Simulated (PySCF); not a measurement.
Polarisability as a sum over states

Species: C₄H₇F₃N₂.
Atom-mapped SMILES: `[CH3:1][NH:2]/[N:3]=[C:4](/[CH3:5])[C:6]([F:7])([F:8])[F:9]` (hydrogens: H10, H11, H12 on C1; H13 on N2; H14, H15, H16 on C5)

Structure used (GFN2-xTB), in Å, numbered top down from 1:
```
atom  x, y, z in Å
C1     2.7729   -0.0476   -0.0115
N2     1.4092   -0.4872   -0.1390
N3     0.4707    0.4153   -0.0232
C4    -0.7883    0.2480    0.0137
C5    -1.6799    1.4510    0.0778
C6    -1.5576   -1.0547   -0.0271
F7    -2.2909   -1.1752   -1.1545
F8    -0.8003   -2.1698    0.0357
F9    -2.4342   -1.1537    0.9923
H10    2.7790    1.0376   -0.0792
H11    3.2058   -0.3478    0.9471
H12    3.3769   -0.4660   -0.8179
H13    1.2325   -1.4847   -0.1025
H14   -2.3028    1.4193    0.9710
H15   -2.3361    1.4811   -0.7919
H16   -1.0643    2.3435    0.0978
```

Theory: PySCF, TDDFT CAM-B3LYP/def2-SVPD, vertical, gas phase, core orbitals frozen in the response.

Excitation energies and transition dipoles (atomic units, axes of the coordinates) of those of the lowest 8 singlets that add 0.02 au or more to the mean polarisability:

```
state  ΔE (hartree)      μx      μy      μz
   S1        0.2119   1.617  -0.219  -0.076
   S2        0.2178  -0.430   0.055  -0.087
   S3        0.2233   0.056  -0.012  -0.085
   S4        0.2568   0.036   0.026  -0.086
   S5        0.2619   0.023  -0.017   0.208
   S6        0.2906   0.022   0.013  -0.148
   S7        0.2951  -0.342   0.083   0.034
   S8        0.2957  -0.176   0.015  -0.172
```

Q: What does each state add to αxx, αyy and αzz, and how do the sums compare with the full static tensor?

A: Each state adds 2 μα² / ΔE.

```csv
state,αxx (au),αyy (au),αzz (au)
S1,24.69,0.45,0.06
S2,1.70,0.03,0.07
S3,0.03,0.00,0.06
S4,0.01,0.01,0.06
S5,0.00,0.00,0.33
S6,0.00,0.00,0.15
S7,0.79,0.05,0.01
S8,0.21,0.00,0.20
all 8 states,27.4,0.5,0.9
full response,100.8,65.9,53.8
share (%),27,1,2
```

The rest comes from the higher roots of the same response equations.

Q: Give the full tensor and its principal values.

A: In au, rows and columns x, y, z:
```
x   100.8  -5.9  -1.1
y    -5.9  65.9   0.8
z    -1.1   0.8  53.8
```
Principal values 53.7, 64.9 and 101.8 au; mean 73.5 au (10.89 Å³).

Q: By how much does the contribution of these states grow at 1064 nm?

A: With ω = 0.0428 hartree each state's term in the mean polarisability goes from f / ΔE² to f / (ΔE² − ω²), f = (2/3) ΔE |μ|²; the sum over all 8 states goes from 9.64 to 10.03 au, a rise of 0.40 au.

A one-level model with all 54 active electrons at a single energy would need ΔE = √(N/α) = 23.3 eV to give this α, against S1 at 5.77 eV.

One conformer stands for the species.
